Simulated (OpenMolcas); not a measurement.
## Sn2+: effect of the active space

```yaml
Program: OpenMolcas
Method: MS-CASPT2 or its RAS form, IPEA 0.25 Eh, imaginary shift 0.1 Eh
Basis: ANO-RCC-VQZP
Scalar_Hamiltonian: DKH2, point nucleus
Spin-orbit_coupling: state interaction with AMFI integrals over the reference wave functions, term energies averaged over their components
```

A. 2 electrons in 4 orbitals (5s 5p); 2S+1 = 3 even, 3 roots; 2S+1 = 1 even, 7 roots; 2S+1 = 3 odd, 3 roots; 2S+1 = 1 odd, 3 roots; closed shells correlated: 4d; CASPT2 step roughly 4 core-seconds
B. 2 electrons in 8 orbitals (5s 5p 6s 6p); 2S+1 = 3 even, 3 roots; 2S+1 = 1 even, 7 roots; 2S+1 = 3 odd, 3 roots; 2S+1 = 1 odd, 3 roots; closed shells correlated: 4d; CASPT2 step about 6 core-seconds
C. 2 electrons in 9 orbitals (RAS2 5s 5p; RAS3 5d, at most 2 electrons); 2S+1 = 3 even, 3 roots; 2S+1 = 1 even, 7 roots; 2S+1 = 3 odd, 3 roots; 2S+1 = 1 odd, 3 roots; closed shells correlated: 4d; CASPT2 step about 12 core-seconds

Energies in cm-1 above 5s2 1S0, the measured ground level; measured values from Moore, Atomic Energy Levels, vol. III, NSRDS-NBS 35 (1971 reprint of NBS Circular 467, 1958).

```csv
Level,A,B,C,Measured
5s2 1S0,0.0,0.0,0.0,0.0
5s 5p 3P* 0,53950,53420,54510,53548
5s 5p 3P* 1,55330,54790,55880,55196
5s 5p 3P* 2,58550,58010,59100,59229
5s 5p 1P* 1,78910,78090,79190,79911
5p2 3P0,128050,128170,128600,127308
```

Deviations, from unrounded energies. A percentage is the sum of absolute deviations over the sum of measured energies, with the sign that they share, or ± where signs differ.

| Against measurement | Levels | A | B | C |
| --- | --- | --- | --- | --- |
| mean absolute deviation (cm-1) | 5 | 590 | 890 | 760 |
| other configurations (%) | 5 | ±0.8 | ±1.2 | ±1.0 |

A lies closest to measurement on these levels and B furthest from it. The largest miss of A in the table is 5s 5p 1P* 1, by -1000 cm-1. The ranking rests on the paired levels alone, and a cruder setting can come out closer through cancelling errors.

Among A to C the level of the table that moves most is 5s 5p 1P* 1, by 1100 cm-1 (lowest in B, highest in C). Moves below CASPT2's spread within the term are not significant.

Over all roots computed the reference weight is 0.89 to 0.94 in A, 0.86 to 0.94 in B; the roots of lowest weight are the least certain, and an intruder state may touch them. The ¹D term of p² mixes with s d, which this space lacks (holds for A; B). The run also gave levels led by 5s 6s, which use shells meant for correlation; these and all levels above them are left out (holds for B). Configurations are named by rounded mean occupations; where the s occupation lies near a half they are strongly mixed, a name can repeat and a true partner stay unpaired (holds for C). Active for correlation alone: 5d; no level in the range computed is led by a configuration that fills it, so any true level of that kind is missing (holds for C). Some terms mix strongly with configurations of 5d, whose occupation reaches 0.38 (5p2 1D) (holds for C). Computed and measured levels are paired by configuration, term and J; levels that our copy of the source lacks, or whose pairing is in doubt (as where it misses far off the trend of its configuration), stay unpaired and out of the deviations. Only configurations of the active space appear. The table leaves out levels that lie high or whose names do not pair safely across all columns.

* marks odd parity.
